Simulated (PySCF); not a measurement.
Fractional electron number in Co⁺ (cobalt, charge +1)

The 3d beta orbital of [Ar] 3d8 is emptied in steps (occupation f), with all orbitals relaxed, ending at [Ar] 3d7. Computed with PySCF 2.14 in aug-cc-pVTZ-DK, with scalar relativity by spin-free X2C-1e. The exact energy is a straight line in f; departures are measured from the line between the end points of the same method.

```csv
f,BHandHLYP (eV),wB97X (eV),BLYP (eV)
1,0.000,0.000,0.000
0.75,-0.320,-0.316,-1.258
0.5,-0.453,-0.440,-1.709
0.25,-0.357,-0.342,-1.303
0,0.000,0.000,0.000
```

```tsv
method	E(f=0) − E(f=1) (eV)	−ε at f=1 (eV)	−ε at f=0.5 (eV)
BHandHLYP	17.016	15.425	16.918
wB97X	17.601	16.002	17.532
BLYP	18.264	11.687	18.144
```

Orbital energy along the path (eV):

```
   f  BHandHLYP    wB97X     BLYP
   1    -15.425  -16.002  -11.687
0.75    -16.080  -16.697  -14.812
 0.5    -16.918  -17.532  -18.144
0.25    -17.899  -18.471  -21.655
   0    -19.019  -19.437  -25.321
```

Reference removal energy between the ground levels: 17.084 eV (measured; NIST Atomic Spectra Database, ionization energies). The calculation has no spin-orbit coupling. The determinant left behind need not be the lowest term of the ion.
